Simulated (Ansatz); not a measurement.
Ta(NH)(OH)3 (TaNO3H4). Charge 0, multiplicity 1. Geometry PBE0-D4/def2-SVP.

```xyz
9

Ta   -0.1243    0.1739   -0.0949
N     0.8147   -1.1357    0.6384
H     1.3507   -1.8841    1.0571
O    -0.6496    1.4112    1.2662
H    -0.5110    1.4589    2.2145
O    -1.6763   -0.5640   -0.9356
H    -2.0159   -1.4563   -1.0330
O     0.9572    1.0627   -1.3989
H     1.8544    0.9334   -1.7138
```

In the def2 sets Ta takes a core potential; there is no spin–orbit coupling. B3LYP takes the VWN-RPA correlation. HSE06 is defined as in plane-wave codes, on full-range PBE exchange.

Problem. Estimate the orbital energies around the gap (eV) in Ansatz with BLYP-D4/def2-TZVP, r2SCAN-D4/def2-TZVP, r2SCANh-D4/def2-TZVP, B3LYP-D4/def2-TZVP, HSE06-D4/def2-TZVP.

Solution. 
| orbital | BLYP-D4/def2-TZVP | r2SCAN-D4/def2-TZVP | r2SCANh-D4/def2-TZVP | B3LYP-D4/def2-TZVP | HSE06-D4/def2-TZVP |
| --- | --- | --- | --- | --- | --- |
| HOMO−5 | -8.26 | -8.78 | -9.43 | -9.84 | -9.72 |
| HOMO−4 | -7.40 | -7.90 | -8.54 | -8.95 | -8.81 |
| HOMO−3 | -7.40 | -7.90 | -8.54 | -8.95 | -8.81 |
| HOMO−2 | -7.19 | -7.70 | -8.33 | -8.71 | -8.58 |
| HOMO−1 | -6.12 | -6.55 | -7.07 | -7.38 | -7.24 |
| HOMO | -6.11 | -6.55 | -7.06 | -7.38 | -7.23 |
| LUMO | -0.74 | -0.29 | 0.04 | -0.31 | -0.33 |
| LUMO+1 | -0.41 | -0.28 | 0.05 | 0.13 | 0.02 |
| LUMO+2 | -0.40 | -0.13 | 0.08 | 0.14 | 0.02 |
| LUMO+3 | 0.10 | 0.35 | 0.63 | 0.58 | 0.52 |
| LUMO+4 | 0.19 | 0.58 | 0.90 | 0.77 | 0.73 |
| LUMO+5 | 0.20 | 0.59 | 0.91 | 0.77 | 0.74 |
